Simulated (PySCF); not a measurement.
Species: C4H5GaS.
Structure used (PBE0-D3(BJ)/def2-SVP), in Å, numbered top down from 1:
```xyz
11
C4H5GaS angstrom
Ga     2.4788    0.2830    0.0138
C      0.5437    0.2182   -0.0497
C     -0.2798   -0.8547    0.2563
C     -1.6625   -0.5782    0.1103
C     -1.8921    0.7114   -0.3087
S     -0.4288    1.5689   -0.5195
H      3.2238    1.6062   -0.3716
H      3.2231   -1.0228    0.4592
H      0.1116   -1.8215    0.5803
H     -2.4597   -1.2972    0.3051
H     -2.8525    1.1894   -0.5014
```

Computed with PySCF 2.14.0, PBE0-D3(BJ)/def2-SVP geometry optimisation, gas phase.

(1) Which atoms are bound to Ga1, and at what distances?

(2) List the angles at Ga1.

(3) What is the shape at Ga1?

(4) What are the other bond lengths?

(5) Give some angles away from the centre.

(6) What are the rotational constants (commonest isotopes, rigid rotor)?

## Answers

(1) 3 atoms: H7 1.567 Å, H8 1.568 Å, C2 1.937 Å. The nearest atom not counted as bound is C3, at 2.99 Å.

(2) 
| angle | degrees | distance of the outer atoms (Å) |
| --- | --- | --- |
| H7–Ga1–H8 | 123.2 | 2.76 |
| C2–Ga1–H7 | 119.7 | 3.04 |
| C2–Ga1–H8 | 117.1 | 3.00 |

(3) Planar: angles 123.2°, 119.7° and 117.1°, sum 360.0°, 0.00 Å off the plane of its three neighbours.

(4) C2–C3 1.387 Å; C3–C4 1.418 Å; C4–C5 1.375 Å; C5–S6 1.709 Å; C2–S6 1.729 Å; C3–H9 1.092 Å; C4–H10 1.091 Å; C5–H11 1.090 Å.

(5) Ga1–C2–C3 127.7°, Ga1–C2–S6 123.0°, C3–C2–S6 109.3°, C2–C3–C4 113.9°, C3–C4–C5 112.2°, C4–C5–S6 111.4°, C2–S6–C5 93.2°.

(6) A = 5259, B = 1108, C = 915.1 MHz: a near-prolate asymmetric top.

Point group: Cs (every atom within 0.08 Å of its image). Charge 0, singlet. PBE0-D3(BJ)/def2-SVP frequencies: not computed here.
